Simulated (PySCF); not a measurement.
In(Br)(OMe)(NH2) (CH5BrInNO), SMILES C[O][In]([NH2])[Br]. Atoms are numbered in the order given.

```xyz
10

In     0.4524     0.1212    -0.0855
Br    -1.8208     0.0610     0.9318
O      0.6326    -0.9420    -1.7754
C      1.8729    -1.1710    -2.3957
H      2.5232    -1.8627    -1.8228
H      1.6924    -1.6368    -3.3818
H      2.4587    -0.2464    -2.5808
N      2.0190     1.0130     0.8782
H      1.7289     1.7402     1.5323
H      2.7280     1.4048     0.2578
```
Charge 0, spin multiplicity 1.

Geometry: B3LYP-D3(BJ)/def2-SVP. The def2 effective core potentials stand for the cores of In; spin–orbit coupling is left out. The values are those of a single conformer.

Calculation: PySCF with ωB97X/def2-TZVP.

The molecule is in vacuum.

The total energy comes out as -2935.53770 hartree and the highest occupied level comes out as -10.08 eV. The lowest empty level is -0.11 eV. The orbital gap comes out as 9.97 eV and the dipole moment is 3.32 D. The quadrupole, principal values (traceless, Buckingham form, about the centre of nuclear charge) comes out as -6.19, -0.03, 6.21 D·Å, the mean static polarisability comes out as 79.2 bohr³ (11.73 Å³) and the polarisability, principal values is 57.5, 79.7, 100.4 bohr³.
